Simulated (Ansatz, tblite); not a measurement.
Removing and adding an electron: Si₂B₈ (the lowest singlet isomer of a short search). Total charge 0; singlet. Geometry: PBE-D4/def2-SVP. Ansatz, gas phase; energy differences of separate SCF runs; the oxidised species was run as a doublet alone; the reduced species was run as a doublet alone.

```xyz
10

B    -1.9525    0.3278   -1.4489
B     0.6881   -0.1231    0.4725
B    -0.6953    0.4810    1.2379
B     0.7898   -0.5451   -1.4058
B     2.1249   -0.4468    1.1422
B    -0.6301   -0.2280   -2.0767
B     2.0177   -0.7309   -0.3938
B    -0.7168    0.1442   -0.4209
Si    0.8130    0.2515    2.4800
Si   -2.4386    0.8695    0.4135
```

The xTB rows come from tblite. HOMO above LUMO, or a gap near zero within one spin, warns that the state may not be the lowest or that an electron is smeared out. The structure comes from a short search, and lower isomers may exist.

```tsv
level	−HOMO (eV)	vertical IE (eV)	−LUMO (eV)	vertical EA (eV)	HOMO–LUMO gap (eV)	IE − EA (eV)	remarks
GFN2-xTB	5.57	8.32	4.84	2.17	0.74	6.16	–
PBE-D4/def2-TZVP	5.88	8.10	4.60	2.53	1.28	5.57	gap within one spin near zero (+1 doublet), restricted SCF unstable in HF (singlet)
PBE0-D4/def2-TZVP	6.53	8.01	4.06	2.67	2.46	5.34	restricted SCF unstable in HF (singlet)
```

**Question.** Estimate the rows for GFN1-xTB, r2SCAN-D4/def2-TZVP.

**Answer.** 
```
              level  −HOMO (eV)  vertical IE (eV)  −LUMO (eV)  vertical EA (eV)  HOMO–LUMO gap (eV)  IE − EA (eV)                                  remarks
           GFN1-xTB        8.94             11.17        7.54              6.98                1.40          4.19                                        –
r2SCAN-D4/def2-TZVP        6.00              8.04        4.60              2.63                1.40          5.41  restricted SCF unstable in HF (singlet)
```

Relaxing the reduced species (PBE-D4/def2-SVP) changes its energy by -0.02 eV at PBE-D4/def2-TZVP, so the adiabatic electron affinity to this nearest minimum is 2.55 eV. At PBE0-D4/def2-TZVP that geometry lies 0.03 eV above the vertical one, so it gives no adiabatic value.     Raw xTB energy differences between charge states are shifted by several eV; the methods need an empirical correction for them. Sets without diffuse functions give affinities that are too small.
